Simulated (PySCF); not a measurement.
From one molecule to another.

First species: C₇H₁₁OP.
Cartesian coordinates in Å at the GFN2-xTB level; atoms count from 1:
```
atom  x, y, z in Å
C1     1.7459    1.1673   -0.3800
C2     2.0069   -0.3169   -0.2001
P3     0.4948   -1.3512    0.0029
O4     0.8130   -2.7792    0.1370
C5    -0.5874   -0.9461   -1.3844
C6    -1.5811   -0.0754   -1.2886
C7    -1.9239    0.7286   -0.0753
C8    -1.4366    0.1875    1.2307
C9    -0.4239   -0.6512    1.3907
H10    2.6843    1.7049   -0.5037
H11    1.2291    1.5715    0.4879
H12    1.1309    1.3416   -1.2606
H13    2.5359   -0.7366   -1.0607
H14    2.6208   -0.5110    0.6845
H15   -0.4215   -1.5228   -2.2851
H16   -2.2244    0.1038   -2.1430
H17   -3.0122    0.8384   -0.0251
H18   -1.5247    1.7432   -0.2022
H19   -1.9840    0.5440    2.0964
H20   -0.1471   -1.0299    2.3662
```

Second species: C7H13NSi.
Numbering: `[H]/[N:1]=[C:2]1\[CH:3]=[CH:4][CH2:5][C@H:6]1[CH2:7][CH2:8][SiH3:9]` (hydrogens: H10 on N1; H11 on C3; H12 on C4; H13, H14 on C5; H15 on C6; H16, H17 on C7; H18, H19 on C8; H20, H21, H22 on Si9)

Levels: PBE0/pcSseg-1 for dipole moment, HOMO energy, LUMO energy and HOMO–LUMO gap; GFN2-xTB for rotational constant A and rotational constant C. Geometries: GFN2-xTB. All species are isolated and taken at one optimised geometry, non-relativistic unless stated. Electronic properties by PySCF.

The conformers computed, where there is a choice (atom-mapped SMILES and torsion angles):
- `[CH3:1][CH2:2][P:3]1(=[O:4])[CH:5]=[CH:6][CH2:7][CH:8]=[CH:9]1`: C1–C2–P3–O4 178°
- `[H]/[N:1]=[C:2]1\[CH:3]=[CH:4][CH2:5][C@H:6]1[CH2:7][CH2:8][SiH3:9]`: C5–C6–C7–C8 -174°, C6–C7–C8–Si9 -173°

Q: Which of the two has the higher rotational constant A, and by how much?

A: The second: 2.850 GHz against 1.845 GHz, a difference of 1.005 GHz.

Q: Which of the two has the higher dipole moment, and by how much?

A: The first: 5.23 D against 3.00 D, a difference of 2.23 D.

Q: Which of the two has the higher HOMO–LUMO gap, and by how much?

A: The first: 6.63 eV against 6.12 eV, a difference of 0.51 eV.

Q: Which of the two has the higher HOMO energy, and by how much?

A: The second: -7.13 eV against -7.30 eV, a difference of 0.17 eV.

Q: Which has the higher LUMO energy?

A: The first: -0.67 eV against -1.01 eV, a difference of 0.34 eV.

Q: Which has the higher rotational constant C?

A: The first: 1.140 GHz against 0.617 GHz, a difference of 0.523 GHz.

On the first: The dipole matches unit charges of opposite sign 1.09 Å apart (1 e·Å = 4.8032 D).

On the second: The dipole equals about 10.0 × 10⁻³⁰ C·m (1 D = 3.33564 × 10⁻³⁰ C·m).
